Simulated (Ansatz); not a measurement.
Cost and result up the ladder for SnH3(NHEt) (C2H9NSn) (13 atoms). Charge 0, multiplicity 1. Geometry: B3LYP-D4/def2-SVP.

```csv
atom,x (Å),y (Å),z (Å)
C1,-0.676,-0.840,0.410
C2,-1.330,0.378,1.071
N3,-0.027,-0.600,-0.871
Sn4,1.781,0.374,-0.998
H5,2.192,0.344,-2.666
H6,1.772,2.008,-0.424
H7,2.863,-0.557,-0.042
H8,-0.694,-0.295,-1.578
H9,-1.444,-1.627,0.277
H10,0.069,-1.274,1.101
H11,-0.587,1.163,1.294
H12,-1.826,0.104,2.017
H13,-2.092,0.822,0.408
```

Ansatz on 2 threads of Arm Neoverse N1 on a shared host. Times are rough, and most runs start from the orbitals of an earlier one. r2SCAN0-D4/def2-TZVP serves as the yardstick here, not as an exact answer. Differences are given only for rows in sets of like size (and for xTB, whose basis is part of the method), since another set adds its own error. Binding counts from free atoms at the same level (C triplet, N quartet, Sn triplet, H doublet; other spins of the atoms weren't run), without zero-point energy or a counterpoise term.

In the def2 sets Sn takes a core potential; there is no spin–orbit coupling. Correlated methods freeze 7 core orbitals; core or outer-core shells of Sn are correlated, in sets that lack core-valence functions. The rows differ in basis, and correlated rows in double-zeta sets carry the largest basis error. Another isomer (singlet) lies 0.17 eV lower at PBE0-D4/def2-TZVP; other spin states weren't run for this one.

Correlated methods converge slowly with the basis, most of all in double-zeta sets.

```tsv
level	functions	binding energy per atom (eV)	difference from r2SCAN0-D4/def2-TZVP (eV)
PBE-D4/def2-TZVP (with forces)	197	3.44	0.09
r2SCAN0-D4/def2-TZVP	197	3.35	0.00
PBE0-D4/def2-TZVP	197	3.40	0.04
PBE0-D4/def2-SVP	113	3.41	–
PBE-D4/def2-SVP	113	3.45	–
r2SCAN-D4/def2-TZVP	197	3.39	0.04
MP2/def2-TZVP	197	3.26	-0.09
CCSD(T)/def2-SVP	113	3.23	–
revPBE-D4/def2-TZVP	197	3.37	0.02
```

Estimate how long each takes.

PBE-D4/def2-SVP 3.2 s; PBE0-D4/def2-SVP 3.6 s; revPBE-D4/def2-TZVP 5.5 s; PBE-D4/def2-TZVP (with forces) 7 s; MP2/def2-TZVP 7 s; PBE0-D4/def2-TZVP 7.5 s; r2SCAN-D4/def2-TZVP 10 s; r2SCAN0-D4/def2-TZVP 13 s; CCSD(T)/def2-SVP 31 s. On shared hardware such times vary by a factor of up to 3.
